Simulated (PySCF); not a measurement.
Q: Give a GFN2-xTB geometry of InChI=1S/C2F6O/c3-1(4,5)9-2(6,7)8.

A: 
```
atom  x, y, z in Å
F1     1.2689    0.7495   -0.8981
C2     1.1170    0.2004    0.2989
F3     2.2161   -0.4597    0.5971
F4     0.9830    1.1899    1.1721
O5     0.0770   -0.6731    0.3506
C6    -1.0993   -0.3285   -0.2363
F7    -1.0604   -0.4673   -1.5548
F8    -1.4536    0.9237    0.0166
F9    -2.0351   -1.1289    0.2289
```

Orientation and origin are arbitrary. Atoms count from 1 in this order. Of the pairs four or more bonds apart, F1···F7 is among the closest relative to their van der Waals radii: 2.71 Å, 92 % of the sum of Bondi's values.

Bonds between heavy atoms (Å): F1–C2 1.326, C2–F3 1.316, C2–F4 1.326, C2–O5 1.359, O5–C6 1.359, C6–F7 1.326, C6–F8 1.326, C6–F9 1.316.

Computed geometry: GFN2-xTB, gas phase.

Point group: C2 (every atom within 0.08 Å of its image). Not checked by GFN2-xTB frequencies.
